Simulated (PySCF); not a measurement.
H2Te, SMILES [TeH2+], charge +1, multiplicity 2.

Geometry optimised at PBE0-D3(BJ)/def2-TZVPD. The def2 effective core potentials stand for the cores of Te; spin–orbit coupling is left out.

Level of theory: TDA-LC-ωPBE/def2-TZVPD in PySCF.

Vertical excitations. Gas-phase values at a fixed geometry.

Computed UV-visible absorptions:
```csv
state,energy (eV),λ (nm),f,main pairs
root 1,3.13,396,0.005,β HOMO→LUMO 99 %
root 2,4.66,266,0.000,β HOMO−1→LUMO 95 %
root 3,5.90,210,0.000,α HOMO→LUMO 95 %
root 4,6.54,190,0.000,"α HOMO−1→LUMO 41 %, β HOMO→LUMO+1 51 %"
root 5,7.24,171,0.003,α HOMO→LUMO+1 92 %
root 6,7.39,168,0.000,"α HOMO−2→LUMO 28 %, α HOMO−1→LUMO+1 18 %, β HOMO−1→LUMO+1 29 %, β HOMO→LUMO+2 16 %"
root 7,8.66,143,0.102,"α HOMO−1→LUMO 46 %, β HOMO→LUMO+1 36 %"
root 8,8.77,141,0.000,"α HOMO−1→LUMO+1 31 %, α HOMO−2→LUMO 21 %, β HOMO→LUMO+2 25 %, β HOMO−1→LUMO+1 17 %"
root 9,9.35,133,0.048,"α HOMO−1→LUMO+1 32 %, α HOMO−2→LUMO 11 %, β HOMO→LUMO+2 40 %, β HOMO−1→LUMO+1 13 %"
root 10,9.36,132,0.000,"α HOMO−2→LUMO+1 48 %, β HOMO−1→LUMO+2 34 %"
```
Unrestricted roots are not spin-pure.
